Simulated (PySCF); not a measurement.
# Removing an electron from (NaCl)2 ring

Compound: (NaCl)2 ring, Na2Cl2.
Z-matrix (Å and degrees, PBE0-D3(BJ)/def2-SVP geometry), rows numbered from 1:
```
Na
Cl  1  2.5120
Na  2  2.5158  1   78.54
Cl  3  2.5147  2  101.46  1     0.10
```

Level: PBE0/def2-SVPD (PySCF). Frontier orbitals with their largest atomic shares (Löwdin; up to four atoms above 4 %):

| orbital | ε (eV) | main atoms |
| --- | --- | --- |
| HOMO−3 | -7.79 | Cl4 48 %, Cl2 45 % |
| HOMO−2 | -7.57 | Cl2 48 %, Cl4 45 % |
| HOMO−1 | -7.48 | Cl4 48 %, Cl2 47 % |
| HOMO | -7.41 | ? |
| LUMO | -0.93 | Na3 45 %, Na1 45 %, Cl2 5 %, Cl4 5 % |
| LUMO+1 | -0.50 | Na1 45 %, Na3 45 %, Cl2 5 %, Cl4 5 % |
| LUMO+2 | 0.36 | Na3 46 %, Na1 45 %, Cl2 5 %, Cl4 5 % |

Problem. What vertical ionisation energy does ΔSCF give, and how far is −ε(HOMO) from it?

Solution. ΔSCF: 9.51 eV (918 kJ/mol; threshold wavelength 130 nm); ⟨S²⟩ of the doublet left behind is 0.754, against 0.75 for a pure doublet. −ε(HOMO) is 7.41 eV, 2.10 eV below it. For the exact functional −ε(HOMO) would equal the first vertical ionisation energy; PBE0 (global hybrid, 25 % exact exchange) falls short of its own ΔSCF value by 22 %. Holes in the HOMO−1 and HOMO−2 were tried too where these lie within 1.2 eV of the HOMO; the lowest converged state counts.

Problem. On which atoms does the HOMO lie?

Solution. Cl4 (chlorine bonded to 2 Na) 49 %, Cl2 (chlorine bonded to 2 Na) 46 %. The HOMO−1 lies 0.07 eV lower.

Problem. What kinetic energy would electrons from this vertical process carry with He II light (40.814 eV)?

Solution. 40.81 − 9.51 = 31.30 eV.

Problem. Shift the occupied levels rigidly so that −ε(HOMO) equals the ΔSCF value. What binding energies result?

Solution. The shift is +2.10 eV: HOMO 9.51, HOMO−1 9.58, HOMO−2 9.67, HOMO−3 9.89 eV. A rigid shift is only a rough guide to the deeper ionisations.

Problem. How many of the 10 lowest singlet excitations (vertical TDDFT, same level) lie below the ionisation energy?

Solution. All 10; they run from 5.45 to 6.44 eV.

Geometry: PBE0-D3(BJ)/def2-SVP; no solvent, vibrations or thermal averaging.
